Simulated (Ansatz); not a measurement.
Born–Oppenheimer molecular dynamics of AlClFHO (5 atoms, charge 0, multiplicity 1). It starts from a relaxed structure.

Computed with RHF/def2-SVP (Ansatz 0.2.0).

```yaml
ensemble: NVE (velocity Verlet)
time_step: 0.5 fs
steps_asked: 500
starting_velocities_drawn_for: 700 K
masses: H 10 u
seed: 219858
```

Frames 5 fs apart, positions in Å, forces in eV/Å.

Velocities at 120.0 fs (Å/ps):

```
Al -6.50 0.05 0.58
O 0.00 -1.00 -4.66
H 4.89 0.99 12.44
F 2.41 0.24 -0.80
Cl 2.28 0.00 -1.42
```

```xyz
5
Properties=species:S:1:pos:R:3:forces:R:3 time_fs=120.0 energy_less_start_eV=0.080 T=493
Al -0.035 -0.032 -0.002 -0.15 0.05 -1.10
O -0.179 -0.149 1.633 -0.51 0.04 1.39
H -0.812 -0.135 2.357 0.90 -0.04 -1.14
F 1.376 0.063 -0.871 -0.54 -0.06 0.70
Cl -1.788 -0.008 -1.174 0.30 0.01 0.14
5
Properties=species:S:1:pos:R:3:forces:R:3 time_fs=125.0 energy_less_start_eV=0.124 T=381
Al -0.066 -0.031 -0.005 1.12 0.09 -1.31
O -0.186 -0.153 1.625 -0.86 0.07 2.09
H -0.772 -0.131 2.400 1.19 -0.07 -1.69
F 1.383 0.064 -0.870 -1.26 -0.10 1.07
Cl -1.776 -0.008 -1.181 -0.19 0.02 -0.17
5
Properties=species:S:1:pos:R:3:forces:R:3 time_fs=130.0 energy_less_start_eV=0.106 T=427
Al -0.088 -0.030 -0.018 1.49 -0.02 0.28
O -0.203 -0.157 1.642 1.08 0.07 -1.69
H -0.709 -0.128 2.410 -0.70 0.02 0.90
F 1.375 0.064 -0.855 -1.22 -0.09 0.99
Cl -1.765 -0.008 -1.189 -0.65 0.02 -0.48
5
Properties=species:S:1:pos:R:3:forces:R:3 time_fs=135.0 energy_less_start_eV=0.092 T=462
Al -0.097 -0.029 -0.030 0.97 -0.10 1.25
O -0.205 -0.160 1.639 1.08 0.07 -2.17
H -0.658 -0.124 2.435 -0.72 0.04 1.07
F 1.351 0.062 -0.828 -0.44 -0.04 0.49
Cl -1.759 -0.007 -1.200 -0.89 0.03 -0.64
5
Properties=species:S:1:pos:R:3:forces:R:3 time_fs=140.0 energy_less_start_eV=0.098 T=448
Al -0.098 -0.028 -0.031 -0.23 -0.11 0.95
O -0.194 -0.161 1.609 -0.65 0.14 1.83
H -0.622 -0.120 2.479 0.85 -0.10 -1.95
F 1.323 0.060 -0.796 0.82 0.05 -0.27
Cl -1.758 -0.007 -1.216 -0.79 0.03 -0.56
5
Properties=species:S:1:pos:R:3:forces:R:3 time_fs=145.0 energy_less_start_eV=0.104 T=433
Al -0.101 -0.029 -0.024 -1.27 -0.12 0.70
O -0.190 -0.161 1.601 -0.52 0.10 1.98
H -0.568 -0.119 2.484 0.60 -0.10 -1.57
F 1.305 0.058 -0.766 1.70 0.11 -0.78
Cl -1.763 -0.006 -1.235 -0.51 0.02 -0.33
5
Properties=species:S:1:pos:R:3:forces:R:3 time_fs=150.0 energy_less_start_eV=0.100 T=443
Al -0.114 -0.030 -0.010 -1.08 -0.10 0.41
O -0.193 -0.159 1.616 0.91 -0.06 -2.14
H -0.503 -0.119 2.459 -0.92 0.07 2.39
F 1.307 0.058 -0.746 1.30 0.08 -0.59
Cl -1.772 -0.005 -1.256 -0.21 0.01 -0.07
5
Properties=species:S:1:pos:R:3:forces:R:3 time_fs=155.0 energy_less_start_eV=0.068 T=524
Al -0.136 -0.033 0.006 0.10 0.05 -1.33
O -0.184 -0.158 1.609 0.27 -0.07 -0.11
H -0.456 -0.118 2.480 -0.44 0.01 1.34
F 1.324 0.059 -0.733 0.07 0.01 -0.04
Cl -1.781 -0.004 -1.278 0.00 0.00 0.14
5
Properties=species:S:1:pos:R:3:forces:R:3 time_fs=160.0 energy_less_start_eV=0.126 T=376
Al -0.157 -0.035 0.011 1.01 0.16 -2.37
O -0.172 -0.158 1.602 -0.68 0.00 3.48
H -0.419 -0.117 2.530 0.41 -0.12 -1.67
F 1.343 0.059 -0.720 -0.86 -0.04 0.31
Cl -1.791 -0.004 -1.300 0.12 0.00 0.25
5
Properties=species:S:1:pos:R:3:forces:R:3 time_fs=165.0 energy_less_start_eV=0.085 T=480
Al -0.170 -0.036 -0.003 1.20 0.05 -0.35
O -0.168 -0.158 1.637 -0.25 0.06 -0.07
H -0.374 -0.119 2.550 -0.04 -0.03 -0.21
F 1.351 0.059 -0.704 -1.09 -0.06 0.32
Cl -1.800 -0.003 -1.319 0.18 -0.01 0.32
5
Properties=species:S:1:pos:R:3:forces:R:3 time_fs=170.0 energy_less_start_eV=0.161 T=285
Al -0.173 -0.036 -0.021 0.73 -0.07 1.53
O -0.168 -0.157 1.671 0.12 0.06 -3.62
H -0.331 -0.121 2.566 -0.43 0.06 1.63
F 1.347 0.059 -0.684 -0.70 -0.04 0.06
Cl -1.808 -0.002 -1.336 0.29 -0.02 0.39
5
Properties=species:S:1:pos:R:3:forces:R:3 time_fs=175.0 energy_less_start_eV=0.160 T=287
Al -0.170 -0.037 -0.025 -0.15 -0.08 1.62
O -0.167 -0.155 1.660 -0.44 0.14 -0.32
H -0.296 -0.122 2.608 0.07 -0.04 -1.48
F 1.334 0.058 -0.664 0.06 0.01 -0.35
Cl -1.814 -0.001 -1.351 0.46 -0.03 0.52
```

Of the whole run (250 fs, mean temperature of the second half 387 K): The conserved energy stayed within 0.081 meV per atom of its start (net change 0.027 meV per atom), so the integration is sound. Over the second half the temperature averaged 0.55 of the 700 K drawn at the start: a run that starts near a minimum puts about half its kinetic energy into the potential. A run of 0.25 ps of so small a system gives no equilibrium averages.

The run took 4.5 min on 1 thread of Arm Neoverse V2, on a shared host, peak memory 0.11 GiB.
